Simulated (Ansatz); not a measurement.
SnO₂⁻, relaxed as a doublet with UKS r2SCAN-D4/def2-TZVPD in Ansatz, starting from the GFN1-xTB geometry. Force threshold 0.02 eV/Å.

In the def2 sets Sn takes a core potential; there is no spin–orbit coupling. The structure comes from a short search, and lower isomers may exist.

Start:

```xyz
3

Sn   -0.129   -0.394   -0.283
O    -1.617    0.627    0.307
O     1.746   -0.234   -0.024
```

Question: Estimate the energy that the relaxation releases and the steps that it takes.

Answer: 0.4 kcal/mol, in 3 steps; 3.7 s on 4 threads of Intel Xeon Platinum 8375C on a shared host. No frequencies were taken in this run, so the end may be a saddle point.

Question: Does the start keep its bonding and symmetry?

Answer: By distances, no bond broke or formed. The bond that changes most is Sn1–O2, from 1.90 to 1.90 Å (atoms count from 1). Point group C2v at the start, C2v at the end, both within 0.05 Å.

Question: Predict the relaxed structure.

Answer: 
```xyz
3

Sn   -0.146   -0.448   -0.322
O    -1.564    0.643    0.322
O     1.710   -0.195    0.000
```
Bond lengths: 2 × O–Sn 1.90 Å.
